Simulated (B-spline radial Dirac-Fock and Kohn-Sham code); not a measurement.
# Nb⁵⁺: K-LL lines in intermediate coupling

System: niobium as Nb⁵⁺, [Ar] 3d10 4s2 4p6, inside a Watson sphere of charge -5 and radius 2.2 Å (a model of the Madelung potential; inside it an electron's potential energy is raised by 32.7 eV).

Calculated with a radial atomic solver, using Dirac-Fock (average of configuration) total-energy differences with a finite nucleus, the Breit interaction including its frequency dependence, and self-energy and vacuum-polarisation corrections. The two-hole levels come from diagonalising the Coulomb interaction among the jj configurations; intensities are independent-particle Coulomb rates. Kinetic energies are from the vacuum level. Correlation and solid-state effects are left out. Labels follow the leading weight; the literature often keeps the label of the LS limit.

| kinetic energy (eV) | J | leading jj holes (weight) | leading LS term (weight) | intensity (%) |
| --- | --- | --- | --- | --- |
| 13420.7 | 0 | L1L1 (0.99) | ¹S0 (0.99) | 7.2 |
| 13656.0 | 1 | L1L2 (0.89) | ¹P1 (0.66) | 15.8 |
| 13687.2 | 0 | L1L2 (1.00) | ³P0 (1.00) | 0.9 |
| 13751.5 | 1 | L1L3 (0.89) | ³P1 (0.66) | 7.7 |
| 13783.3 | 2 | L1L3 (1.00) | ³P2 (1.00) | 2.8 |
| 13878.3 | 0 | L2L2 (0.98) | ³P0 (0.55) | 3.1 |
| 13978.3 | 2 | L2L3 (0.99) | ¹D2 (0.75) | 45.9 |
| 13992.9 | 1 | L2L3 (1.00) | ³P1 (1.00) | 0.0 |
| 14060.7 | 0 | L3L3 (0.98) | ¹S0 (0.55) | 2.9 |
| 14083.3 | 2 | L3L3 (0.99) | ³P2 (0.75) | 13.7 |

The strongest line, by its leading LS label ¹D2, lies at 13978.3 eV. The mean weight of the leading component is 0.97 in jj and 0.79 in LS coupling, so jj labels describe these levels better.
